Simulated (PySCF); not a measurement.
Vertical excitations of a molecule C4H6F2 from PySCF with TDDFT-PBE/def2-SVPD, as energy in eV (oscillator strength): 6.01 (0.030), 6.62 (0.059), 6.97 (0.018), 7.06 (0.043), 7.51 (0.244), 7.90 (0.003), 7.97 (0.019), 8.32 (0.015), 8.38 (0.001), 8.39 (0.011). Lowest triplet (TDA): 4.64 eV. Geometry: PBE0-D3(BJ)/def2-SVP. Other conformers were not sampled.

Pick the molecule that these values belong to.
(A) C=CC(C)(F)F
(B) FC1(F)CCC1
(C) CC(C)=C(F)F
(D) CCC=C(F)F

D, CCC=C(F)F
